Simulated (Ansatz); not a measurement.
```xyz
4

N    -0.0005   -0.0215    0.0765
H     0.9472    0.0340   -0.2489
H    -0.5057    0.8251   -0.2544
H    -0.4459   -0.8553   -0.2864
```

Basis set: aug-cc-pVDZ (spherical functions). Left uncorrelated: 1 orbital. Charge 0, multiplicity 1.

Computed with Ansatz (development build ahead of 0.2.0); each method stands on the lowest determinant of its kind that the runs found. Restricted open shells among the atoms or ions are ROHF, correlated in semicanonical orbitals with singles.

(1) Give the atomization energy at this shape (free ground-state atoms in the same class of orbitals less the molecule, no zero-point energy) of singlet NH3 by RHF-MP2, RHF.

Results:

(1)

```tsv
method	atomization energy
RHF-MP2	1150.9 kJ/mol
RHF	830.0 kJ/mol
```
